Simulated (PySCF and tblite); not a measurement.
Values are calculated unless marked as measured or tabulated.
4 diastereomers of C₄H₁₆O₄Si₄, numbered alike:

```
isomer                                                                                          SMILES      descriptors
     A     [CH3:1][Si@H:2]1[O:3][Si@H:4]([CH3:5])[O:6][Si@H:7]([CH3:8])[O:9][Si@H:10]([CH3:11])[O:12]1  2r, 4S, 7s, 10R
     B    [CH3:1][Si@H:2]1[O:3][Si@@H:4]([CH3:5])[O:6][Si@H:7]([CH3:8])[O:9][Si@H:10]([CH3:11])[O:12]1  2S, 4R, 7R, 10S
     C  [CH3:1][Si@H:2]1[O:3][Si@@H:4]([CH3:5])[O:6][Si@@H:7]([CH3:8])[O:9][Si@@H:10]([CH3:11])[O:12]1  2s, 4s, 7s, 10s
     D    [CH3:1][Si@H:2]1[O:3][Si@H:4]([CH3:5])[O:6][Si@@H:7]([CH3:8])[O:9][Si@H:10]([CH3:11])[O:12]1  2r, 4r, 7r, 10r
```

Protocol: conformer search, at most 7 conformers an isomer, GFN2-xTB geometries, energies PBE0/6-31G* (D3(BJ) added where defined), GIAO shieldings PBE0/6-31G*, weights at 298.15 K with GFN2-xTB thermal terms. Programs: PySCF with density fitting and tblite.

(1) What shifts does each isomer give (ppm)?

Unscaled ²⁹Si shifts at such levels can be off by tens of ppm; differences between conformers or isomers are more reliable. Shifts are unscaled: against experiment ¹³C can be off by 15 ppm or more and ¹H by 0.8 ppm. At least one structure keeps an imaginary mode at the tight-binding level.

## Answers

(1) 
A: ¹H (against TMS): 0.16 (H1, 3H), 0.13 (H5/H11, 6H), 0.12 (H8, 3H). ¹³C (against TMS): 3.3 (C8), 3.1 (C5/C11), 2.8 (C1). ²⁹Si (against TMS): -23.4 (Si7), -23.6 (Si4/Si10), -24.0 (Si2).

B: ¹H (against TMS): 0.14 (H1/H5/H8/H11, 12H). ¹³C (against TMS): 3.0 (C1/C5/C8/C11). ²⁹Si (against TMS): -23.9 (Si2/Si4/Si7/Si10).

C: ¹H (against TMS): 0.11 (H1/H5/H8/H11, 12H). ¹³C (against TMS): 3.3 (C1/C5/C8/C11). ²⁹Si (against TMS): -23.5 (Si2/Si4/Si7/Si10).

D: ¹H (against TMS): 0.14 (H1/H5/H8/H11, 12H). ¹³C (against TMS): 2.8 (C1/C5/C8/C11). ²⁹Si (against TMS): -24.0 (Si2/Si4/Si7/Si10). H not on carbon is left out.
